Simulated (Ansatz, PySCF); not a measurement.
CH5F2NOSi, SMILES O([Si](F)(N)F)C. Atoms are numbered in the order given.

```xyz
11

C     -1.9298    -0.8396    -0.8986
O     -1.2236     0.2504    -0.3388
Si     0.3200     0.1990     0.1920
N      1.3723    -0.4486    -0.9735
F      0.6436     1.7083     0.6529
F      0.4921    -0.7128     1.5125
H     -1.2796    -1.4625    -1.5376
H     -2.3582    -1.4792    -0.1077
H     -2.7549    -0.4461    -1.5115
H      2.2400    -0.8959    -0.6968
H      1.4287    -0.0548    -1.9067
```
Charge 0, spin multiplicity 1.

Coordinates come from a B3LYP-D3(BJ)/def2-SVP optimisation. The structure was generated by enumeration, and PubChem lists no compound with its InChIKey, so it may never have been made. One conformer was computed; it need not be the lowest.

Two levels are set side by side: PBE-D3(BJ)/def2-SVP (Ansatz, an electronic-structure program) and B3LYP-D3(BJ)/def2-SVP (Ansatz). Each level has its own optimised geometry; the coordinates shown are those of the second. Frequencies come from the Hessian of PySCF at each geometry. Differences are taken from unrounded values.

```json
[
 {"quantity": "mean bond length (Å)", "B3LYP-D3(BJ)": "1.331"},
 {"quantity": "bond C1–O2 (Å)", "B3LYP-D3(BJ)": "1.414"},
 {"quantity": "bond O2–Si3 (Å)", "B3LYP-D3(BJ)": "1.633"},
 {"quantity": "bond Si3–N4 (Å)", "B3LYP-D3(BJ)": "1.699"},
 {"quantity": "bond Si3–F5 (Å)", "B3LYP-D3(BJ)": "1.611"},
 {"quantity": "bond Si3–F6 (Å)", "B3LYP-D3(BJ)": "1.614"},
 {"quantity": "bond C1–H7 (Å)", "B3LYP-D3(BJ)": "1.104"},
 {"quantity": "bond C1–H8 (Å)", "B3LYP-D3(BJ)": "1.104"},
 {"quantity": "bond C1–H9 (Å)", "B3LYP-D3(BJ)": "1.101"},
 {"quantity": "bond N4–H10 (Å)", "B3LYP-D3(BJ)": "1.015"},
 {"quantity": "bond N4–H11 (Å)", "B3LYP-D3(BJ)": "1.014"},
 {"quantity": "highest harmonic wavenumber (cm⁻¹)", "B3LYP-D3(BJ)": "3679"},
 {"quantity": "mean harmonic wavenumber (cm⁻¹)", "B3LYP-D3(BJ)": "1219"},
 {"quantity": "zero-point energy (kcal/mol)", "B3LYP-D3(BJ)": "47.06"}
]
```

Task: What does PBE-D3(BJ) give, and how far is it from B3LYP-D3(BJ)? (The exact figures need the calculation; the answer reports its results.)

Result: 
```tsv
quantity	PBE-D3(BJ)	PBE-D3(BJ) minus B3LYP-D3(BJ)
mean bond length (Å)	1.340	0.009
bond C1–O2 (Å)	1.420	0.005
bond O2–Si3 (Å)	1.648	0.014
bond Si3–N4 (Å)	1.709	0.011
bond Si3–F5 (Å)	1.623	0.012
bond Si3–F6 (Å)	1.625	0.012
bond C1–H7 (Å)	1.113	0.009
bond C1–H8 (Å)	1.112	0.009
bond C1–H9 (Å)	1.109	0.008
bond N4–H10 (Å)	1.022	0.007
bond N4–H11 (Å)	1.022	0.007
highest harmonic wavenumber (cm⁻¹)	3607	-72
mean harmonic wavenumber (cm⁻¹)	1188	-32
zero-point energy (kcal/mol)	45.84	-1.22
```

Exact exchange shortens and stiffens bonds; PBE has none. Differences between two approximate levels are no errors against the true value.
